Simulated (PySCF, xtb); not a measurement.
C₅H₇FO, SMILES C=C[C@]1(F)CCO1. The values are those of a single conformer.

Harmonic wavenumbers (cm⁻¹) from GFN2-xTB (xtb) at its own minimum, in rising order: 54, 98, 252, 266, 404, 436, 467, 657, 685, 797, 878, 902, 905, 1008, 1015, 1026, 1050, 1076, 1112, 1120, 1152, 1204, 1219, 1258, 1275, 1399, 1439, 1474, 1708, 2950, 2967, 3039, 3047, 3082, 3113, 3143.

What does PBE0-D3(BJ)/def2-SVP in PySCF give at its own minimum? (Estimate from the structure and the level; the computed values follow.)

89, 96, 275, 296, 436, 459, 509, 684, 717, 781, 898, 948, 975, 1003, 1024, 1029, 1074, 1128, 1169, 1180, 1199, 1264, 1296, 1318, 1356, 1427, 1445, 1513, 1750, 3066, 3120, 3127, 3175, 3197, 3199, 3283. Paired by order, the mean absolute difference is 52 cm⁻¹ and the zero-point energies are 68.2 and 70.8 kcal/mol.
